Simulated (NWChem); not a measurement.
Species: C₃H₄BFO; SMILES O=C1CCB1F

```xyz
10

O      1.1866    -1.6406    -0.4687
C      0.3798    -0.7743    -0.2244
C     -1.1749    -0.7555    -0.3487
C     -1.2931     0.7170     0.1753
B      0.2867     0.7662     0.3242
F      1.1471     1.6775     0.7239
H     -1.5137    -0.9084    -1.3802
H     -1.6546    -1.5122     0.2832
H     -1.8599     0.8227     1.1079
H     -1.7237     1.4226    -0.5450
```
Atoms are numbered in this order, from 1.

Level: B3LYP/6-31G* (spherical d) (NWChem), optimised geometry, unscaled harmonic frequencies. 

```tsv
frequency (cm⁻¹)	IR intensity (km/mol)
26	0.2
232	10.1
254	2.2
402	0.6
474	3.0
598	5.1
653	10.7
684	4.8
918	5.1
921	15.2
937	55.4
981	3.1
1048	125.6
1160	0.3
1221	0.2
1237	10.6
1439	159.0
1449	8.5
1478	142.8
1843	121.8
3061	15.2
3070	0.6
3100	0.1
3118	15.4
```

The zero-point energy is 43.3 kcal/mol, the thermal correction to the enthalpy at 298.15 K (with zero-point energy) comes out as 47.6 kcal/mol and the heat capacity Cv is 20.1 cal/(mol K). The entropy at 298.15 K and 1 atm (symmetry number 1) is 79.1 cal/(mol K). The dipole moment is 2.83 D.

Rigid rotor and harmonic oscillator; modes under 100 cm⁻¹ make the entropy uncertain.
